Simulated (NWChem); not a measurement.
Program: NWChem. System: pyrazole (C3H4N2), charge 0, spin multiplicity 1, at a geometry optimised with PBE0/def2-SVP. Level: MP2/STO-3G, 5 core orbitals frozen.

Output (cleaned and shortened):

```
             Northwest Computational Chemistry Package (NWChem) 7.3.0
             --------------------------------------------------------

                                NWChem Input Module
                                -------------------

 Scaling coordinates for geometry "geometry" by  1.889725989
 (inverse scale =  0.529177249)

 Turning off AUTOSYM since
 SYMMETRY directive was detected!

                             Geometry "geometry" -> ""
                             -------------------------

 Output coordinates in angstroms (scale by  1.889725989 to convert to a.u.)

  No.       Tag          Charge          X              Y              Z
 ---- ---------------- ---------- -------------- -------------- --------------
    1 C                    6.0000    -0.06333000    -1.19772300     0.00000000
    2 C                    6.0000    -1.12647600    -0.26717400     0.00000000
    3 N                    7.0000    -0.68448000     0.98249700     0.00000000
    4 N                    7.0000     0.63875300     0.86950500     0.00000000
    5 C                    6.0000     1.07249400    -0.41199300     0.00000000
    6 H                    1.0000    -0.11536600    -2.28360900     0.00000000
    7 H                    1.0000    -2.19842800    -0.46300500     0.00000000
    8 H                    1.0000     1.20658900     1.70689200     0.00000000
    9 H                    1.0000     2.13117100    -0.66294900     0.00000000

 Effective nuclear repulsion energy (a.u.)     163.5365197901

            Nuclear Dipole moment (a.u.)
            ----------------------------
        X                 Y               Z
 ---------------- ---------------- ----------------
     0.0000094486     0.0000056692     0.0000000000

      Symmetry information
      --------------------

 Group name             Cs
 Group number              2
 Group order               2
 No. of unique centers     9

      Symmetry unique atoms

     1    2    3    4    5    6    7    8    9


 Summary of "ao basis" -> "" (spherical)
 ------------------------------------------------------------------------------
       Tag                 Description            Shells   Functions and Types
 ---------------- ------------------------------  ------  ---------------------
 *                           sto-3g                   on all atoms

 Summary of "ao basis" -> "ao basis" (spherical)
 ------------------------------------------------------------------------------
       Tag                 Description            Shells   Functions and Types
 ---------------- ------------------------------  ------  ---------------------
 C                           sto-3g                  3        5   2s1p
 N                           sto-3g                  3        5   2s1p
 H                           sto-3g                  1        1   1s

                                 NWChem SCF Module
                                 -----------------

  ao basis        = "ao basis"
  functions       =    29
  atoms           =     9
  closed shells   =    18
  open shells     =     0
  charge          =   0.00
  wavefunction    = RHF
  use symmetry    = T
  symmetry adapt  = T

 Summary of "ao basis" -> "ao basis" (spherical)
 ------------------------------------------------------------------------------
       Tag                 Description            Shells   Functions and Types
 ---------------- ------------------------------  ------  ---------------------
 C                           sto-3g                  3        5   2s1p
 N                           sto-3g                  3        5   2s1p
 H                           sto-3g                  1        1   1s

      Symmetry analysis of basis
      --------------------------

        a'         24
        a"          5

 Forming initial guess at       0.0s

      Superposition of Atomic Density Guess
      -------------------------------------

 Sum of atomic energies:        -220.63348513

      Non-variational initial energy
      ------------------------------

 Total energy =    -222.399723
 1-e energy   =    -627.232203
 2-e energy   =     241.295960
 HOMO         =      -0.088474
 LUMO         =       0.254188

      Symmetry analysis of molecular orbitals - initial
[...]
   Bfn.  Coefficient  Atom+Function         Bfn.  Coefficient  Atom+Function
  ----- ------------  ---------------      ----- ------------  ---------------
    14      0.665485  3 N  py                12      0.532664  3 N  s
    13     -0.309880  3 N  px                 9     -0.248303  2 C  py
    18      0.192954  4 N  px                 3     -0.186676  1 C  px
    24      0.182975  5 C  py

 Vector   17  Occ=2.000000D+00  E=-3.079672D-01  Symmetry=a"
              MO Center= -2.7D-01, -5.2D-02, -1.0D-16, r^2= 1.9D+00
   Bfn.  Coefficient  Atom+Function         Bfn.  Coefficient  Atom+Function
  ----- ------------  ---------------      ----- ------------  ---------------
    20     -0.606169  4 N  pz                10      0.578105  2 C  pz
     5      0.434631  1 C  pz                15      0.190975  3 N  pz

 Vector   18  Occ=2.000000D+00  E=-2.792824D-01  Symmetry=a"
              MO Center=  1.1D-01, -1.3D-01, -2.8D-17, r^2= 2.0D+00
   Bfn.  Coefficient  Atom+Function         Bfn.  Coefficient  Atom+Function
  ----- ------------  ---------------      ----- ------------  ---------------
    25     -0.578088  5 C  pz                15      0.565547  3 N  pz
     5     -0.466130  1 C  pz                10      0.200391  2 C  pz

 Vector   19  Occ=0.000000D+00  E= 2.964535D-01  Symmetry=a"
              MO Center=  1.5D-01,  2.0D-01, -1.8D-18, r^2= 2.0D+00
   Bfn.  Coefficient  Atom+Function         Bfn.  Coefficient  Atom+Function
  ----- ------------  ---------------      ----- ------------  ---------------
    25      0.669830  5 C  pz                15      0.632650  3 N  pz
    20     -0.565116  4 N  pz                10     -0.367453  2 C  pz
     5     -0.299915  1 C  pz

 Vector   20  Occ=0.000000D+00  E= 3.835816D-01  Symmetry=a"
              MO Center= -3.6D-01, -5.0D-01, -8.1D-17, r^2= 1.8D+00
   Bfn.  Coefficient  Atom+Function         Bfn.  Coefficient  Atom+Function
  ----- ------------  ---------------      ----- ------------  ---------------
     5      0.748572  1 C  pz                10     -0.722984  2 C  pz
    25     -0.456668  5 C  pz                15      0.421163  3 N  pz

 Vector   21  Occ=0.000000D+00  E= 5.554194D-01  Symmetry=a'
              MO Center=  6.2D-01,  6.5D-01, -2.7D-16, r^2= 3.3D+00
   Bfn.  Coefficient  Atom+Function         Bfn.  Coefficient  Atom+Function
  ----- ------------  ---------------      ----- ------------  ---------------
    17      1.047834  4 N  s                 28     -0.960813  8 H  s
    26     -0.412890  6 H  s                 27     -0.405080  7 H  s
    24     -0.399796  5 C  py                 7      0.346253  2 C  s
    19      0.270692  4 N  py                23      0.265387  5 C  px
    18      0.260822  4 N  px                29     -0.259094  9 H  s

 center of mass
 --------------
 x =  -0.02822152 y =   0.04707937 z =   0.00000000

 moments of inertia (a.u.)
 ------------------
         189.340253428107           1.613734168973           0.000000000000
           1.613734168973         186.645948869058           0.000000000000
           0.000000000000           0.000000000000         375.986202297165

  Mulliken analysis of the total density
  --------------------------------------

    Atom       Charge   Shell Charges
 -----------   ------   -------------------------------------------------------
    1 C    6     6.11   1.99  1.13  2.99
    2 C    6     6.00   1.99  1.11  2.89
    3 N    7     7.16   2.00  1.66  3.50
    4 N    7     7.22   1.99  1.42  3.81
    5 C    6     5.97   1.99  1.11  2.86
    6 H    1     0.93   0.93
    7 H    1     0.93   0.93
    8 H    1     0.76   0.76
    9 H    1     0.92   0.92

       Multipole analysis of the density wrt the origin
       ------------------------------------------------

     L   x y z        total         open         nuclear
     -   - - -        -----         ----         -------
     0   0 0 0     -0.000000      0.000000     36.000000

     1   1 0 0      0.854746      0.000000      0.000009
     1   0 1 0     -0.135845      0.000000      0.000006
     1   0 0 1     -0.000000      0.000000      0.000000

     2   2 0 0    -17.923382      0.000000    112.556316
     2   1 1 0      2.753092      0.000000      2.564133
     2   1 0 1      0.000000      0.000000      0.000000
     2   0 2 0    -19.534770      0.000000    110.294335
     2   0 1 1     -0.000000      0.000000      0.000000
     2   0 0 2    -21.064024      0.000000      0.000000

                   NWChem MP2 Semi-direct Energy/Gradient Module
                   ---------------------------------------------

  Basis functions       =     29
  Molecular orbitals    =     29
  Frozen core           =      5
  Frozen virtuals       =      0
  Active alpha occupied =     13
  Active beta occupied  =     13
  Active alpha virtual  =     11
  Active beta virtual   =     11
  Use MO symmetry       = T
  Use skeleton AO sym   = T

  AO/Fock/Back tols     =   1.0D-09  1.0D-09  1.0D-09

 GA uses MA = F    GA memory limited = T

 Available:
  local mem=  1.26D+08
 global mem=  1.44D+08
 local disk=  0.00D+00
  mp2_memr nvloc                    11
  nvloc new                    11
   1 passes of  13:        2097152                       3028                    210552.
   1 passes of  13: M    126155102           G      144177518           F     124057950.

 Semi-direct pass number   1 of   1  for RHF alpha+beta  at        0.1s
  vrange nnbf                   430
  mp2_eaftype                    10  avail_ma_in_mb                  1099
 EAF : mp2_eaftype filesize          10     105276.
  mp2_eaf for mointskh                     10
Node 0 wrote      0.5 Mb in      0.0 s     Agg I/O rate:  2689.4 Mb/s
 Done moints_semi at        0.3s
  mp2_eaftype                    10  avail_ma_in_mb                  1089
 EAF : mp2_eaftype filesize          10     105276.
  mp2_eaf for kh                    10
 Done maket at        0.3s
 Done multipass loop at        0.3s

          -------------------------------------------
          SCF energy                -221.971904041531
          Correlation energy          -0.288201534681
          Singlet pairs               -0.198520297592
          Triplet pairs               -0.089681237089
          Total MP2 energy          -222.260105576212
          -------------------------------------------

          ---------------------------------------------------
                    Spin Component Scaled (SCS) MP2
          Same spin pairs                     -0.059787491393
          Same spin scaling factor             0.333333333333
          Opposite spin pairs                 -0.228414043288
          Opposite spin scaling fact.          1.200000000000
          SCS-MP2 correlation energy          -0.294026015744
          Total SCS-MP2 energy              -222.265930057274
          ---------------------------------------------------

 -----------------------
 Performance information
 -----------------------

 Timer overhead =  1.37D-07 seconds/call

               Nr. of calls         CPU time (s)                 Wall time (s)                GFlops
             ---------------    -------------------     ------------------------------   -------------------
Name         Min   Avg   Max    Min     Avg     Max     Min     Avg     Max   Mx/calls   Min     Max     Sum
mp2: moin     1     1     1   0.15    0.15    0.15     0.15    0.15    0.15    0.15      0.0     0.0     0.0
mp2: make     1     1     1   2.60E-3 2.60E-3 2.60E-3  2.60E-3 2.60E-3 2.60E-3 2.60E-3   0.0     0.0     0.0
mp2: tota     1     1     1   0.16    0.16    0.16     0.16    0.16    0.16    0.16      0.0     0.0     0.0

 The average no. of pstat calls per process was 3.00D+00
 with a timing overhead of 4.11D-07s

 Task  times  cpu:        0.3s     wall:        0.3s

 Total times  cpu:        0.3s     wall:        0.3s
```

Q: Write an NWChem input that would produce this output.

A: Several could match; the one computed here: 
```
start mol
memory heap 200 mb stack 900 mb global 1100 mb
geometry units angstroms nocenter noautoz
  C     -0.063330    -1.197723     0.000000
  C     -1.126476    -0.267174     0.000000
  N     -0.684480     0.982497     0.000000
  N      0.638753     0.869505     0.000000
  C      1.072494    -0.411993     0.000000
  H     -0.115366    -2.283609     0.000000
  H     -2.198428    -0.463005     0.000000
  H      1.206589     1.706892     0.000000
  H      2.131171    -0.662949     0.000000
  symmetry group Cs
end
basis spherical
  * library sto-3g
end
scf
  rhf
  nopen 0
  maxiter 100
  thresh 1e-7
  semidirect memsize 60000000 filesize 0
end
mp2
  freeze core 5
end
task mp2 energy
```
